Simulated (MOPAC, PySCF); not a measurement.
Relaxed torsion scan: CH4BNSi, SMILES B[SiH2]C#N. Scanned: dihedral H5–B1–Si2–C3; all other coordinates were relaxed at GFN2-xTB. Points at φ and −φ are mirror images. Heavy atoms are numbered in the order of the SMILES B[SiH2]C#N, hydrogens after them in the order of the atoms that carry them; the mirror image has the same energies with the sign of each dihedral reversed.

Levels of theory: RMP2/3-21G = restricted MP2 (frozen core)/3-21G // GFN2-xTB (PySCF 2.14.0); RHF/LANL2DZ = restricted Hartree-Fock/LANL2DZ, with its core potentials past Ne // GFN2-xTB (PySCF); PM3, restricted, heats of formation // GFN2-xTB (MOPAC).

Energies in kcal/mol, each method relative to its own lowest point.

```json
[
 {"φ / °": "-165", "RMP2/3-21G": "0.1", "RHF/LANL2DZ": "0.1", "PM3": "0.3"},
 {"φ / °": "-150", "RMP2/3-21G": "0.5", "RHF/LANL2DZ": "0.4", "PM3": "0.9"},
 {"φ / °": "-135", "RMP2/3-21G": "1.0", "RHF/LANL2DZ": "0.7", "PM3": "1.9"},
 {"φ / °": "-120", "RMP2/3-21G": "1.5", "RHF/LANL2DZ": "1.1", "PM3": "2.8"},
 {"φ / °": "-105", "RMP2/3-21G": "1.8", "RHF/LANL2DZ": "1.3", "PM3": "3.4"},
 {"φ / °": "-90", "RMP2/3-21G": "1.8", "RHF/LANL2DZ": "1.3", "PM3": "3.6"},
 {"φ / °": "-75", "RMP2/3-21G": "1.8", "RHF/LANL2DZ": "1.3", "PM3": "3.4"},
 {"φ / °": "-60", "RMP2/3-21G": "1.5", "RHF/LANL2DZ": "1.1", "PM3": "2.8"},
 {"φ / °": "-45", "RMP2/3-21G": "1.0", "RHF/LANL2DZ": "0.7", "PM3": "1.8"},
 {"φ / °": "-30", "RMP2/3-21G": "0.5", "RHF/LANL2DZ": "0.4", "PM3": "0.9"},
 {"φ / °": "-15", "RMP2/3-21G": "0.1", "RHF/LANL2DZ": "0.1", "PM3": "0.2"},
 {"φ / °": "0", "RMP2/3-21G": "0.0", "RHF/LANL2DZ": "0.0", "PM3": "0.0"},
 {"φ / °": "15", "RMP2/3-21G": "0.1", "RHF/LANL2DZ": "0.1", "PM3": "0.2"},
 {"φ / °": "30", "RMP2/3-21G": "0.5", "RHF/LANL2DZ": "0.4", "PM3": "0.9"},
 {"φ / °": "45", "RMP2/3-21G": "1.0", "RHF/LANL2DZ": "0.7", "PM3": "1.8"},
 {"φ / °": "60", "RMP2/3-21G": "1.5", "RHF/LANL2DZ": "1.1", "PM3": "2.8"},
 {"φ / °": "75", "RMP2/3-21G": "1.8", "RHF/LANL2DZ": "1.3", "PM3": "3.4"},
 {"φ / °": "90", "RMP2/3-21G": "1.8", "RHF/LANL2DZ": "1.3", "PM3": "3.6"},
 {"φ / °": "105", "RMP2/3-21G": "1.8", "RHF/LANL2DZ": "1.3", "PM3": "3.4"},
 {"φ / °": "120", "RMP2/3-21G": "1.5", "RHF/LANL2DZ": "1.1", "PM3": "2.8"},
 {"φ / °": "135", "RMP2/3-21G": "1.0", "RHF/LANL2DZ": "0.7", "PM3": "1.9"},
 {"φ / °": "150", "RMP2/3-21G": "0.5", "RHF/LANL2DZ": "0.4", "PM3": "0.9"},
 {"φ / °": "165", "RMP2/3-21G": "0.1", "RHF/LANL2DZ": "0.1", "PM3": "0.3"},
 {"φ / °": "180", "RMP2/3-21G": "0.0", "RHF/LANL2DZ": "0.0", "PM3": "0.0"}
]
```
